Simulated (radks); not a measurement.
Initial-state core-level shifts of the palladium ion Pd3+ when its valence configuration changes from [Kr] 4d7. All-electron calculation, scalar-relativistic Kohn-Sham, PBE, spin-polarised, spherical densities, finite nucleus; open shells are filled with parallel spins first (spin-orbit coupling, left out, can overturn this in heavy ions); Fermi nuclear charge, rms radius 4.5318 fm. Program: a radial shooting solver on a logarithmic mesh with Libxc functionals. Shifts are changes of the shell-averaged eigenvalues in eV (positive: less bound); the change of the density at the nucleus, which sets a Mossbauer isomer shift, is in e/bohr^3, on a base of 1.36e+05.

valence               1s       3s       3p       4s  density at nucleus
4d6 5s1           -5.783   -5.951   -5.951   -5.091              +42.94
4d6 5p1           -6.993   -7.167   -7.167   -6.293               +5.41
4d5 5p2          -14.160  -14.508  -14.506  -12.516              +11.84
4d4 5s1 5p2      -20.773  -21.217  -21.217  -18.040              +62.40
4d3.5 5s1 5p2.5  -24.736  -25.226  -25.225  -21.363              +67.62
4d4.5 5p2.5      -18.003  -18.409  -18.407  -15.831              +15.20
4d3 5p4          -30.175  -30.689  -30.686  -26.045              +26.52
4d2.5 5s2 5p2.5  -32.064  -32.565  -32.564  -27.238             +125.00
4d5.5 5p1.5      -10.556  -10.818  -10.817   -9.416               +8.50
